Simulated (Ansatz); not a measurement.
## Energy profile

The step: SnH₄O ([OH][SnH3]) + CH₄ → CH₆Sn ([CH3][SnH3]) + H₂O; bonds formed: Sn1–C7, O2–H6; bonds broken: Sn1–O2, H6–C7 (atoms numbered as in the saddle structure below).

Sn1  (-0.531, 1.136, 0.133)
O2  (-0.136, -0.475, 1.575)
H3  (-1.573, 1.065, -1.223)
H4  (-1.435, 1.906, 1.378)
H5  (0.916, 2.007, -0.109)
H6  (0.267, -0.833, 0.544)
C7  (0.410, -0.960, -0.904)
H8  (0.504, -0.343, 2.284)
H9  (1.132, -1.753, -0.669)
H10  (0.904, -0.322, -1.640)
H11  (-0.458, -1.428, -1.369)
(Å)

Electronic energies by CCSD(T) at an estimated basis limit (MP2 extrapolated from triple and quadruple zeta, plus CCSD(T) − MP2 in triple zeta), on PBE0-D4/def2-TZVP structures; CH$_{8}$OSn, closed shell; no counterpoise correction. Program: Ansatz 0.2.0. Basis: def2-TZVPP and def2-QZVPP. Cores are frozen in the correlated methods. Filled d shells of the heavier atoms are correlated. Core potentials replace the inner electrons of the atoms past krypton. The def2 sets are not built for correlating such inner shells, so the correlated values are less sure here. Extrapolation: Hartree–Fock as exp(−7.88 √X), correlation as X^−2.97.

Q: Give the profile in eV, counted from the separated reactants. (Judge from chemistry; the value comes from the calculation.)

A: Computed:
```
                                                                                                                     point      eV
 separated: SnH$_{4}$O (linked as [OH][SnH3]; Sn1, O2, H3, H4, H5, H8; singlet) + CH$_{4}$ (H6, C7, H9, H10, H11; singlet)   0.000
                                                                                                           start structure  -0.070
                                                                                                                    saddle   2.120
                                                                                                             end structure   0.227
separated: CH$_{6}$Sn (linked as [CH3][SnH3]; Sn1, H3, H4, H5, C7, H9, H10, H11; singlet) + H$_{2}$O (O2, H6, H8; singlet)   0.350
```

No T1 diagnostic of these runs exceeds 0.014.

For scale, one of the runs: CCSD(T)/def2-TZVPP, 224 basis functions, launched by `ansatz run in.yaml --threads 4 --pin off --events-out ev --progress --plain --max-ram 9574MiB`. The run took 2.4 min on 4 CPU threads of an Intel Xeon (shared host), with 4.1 GiB of host memory at its peak.
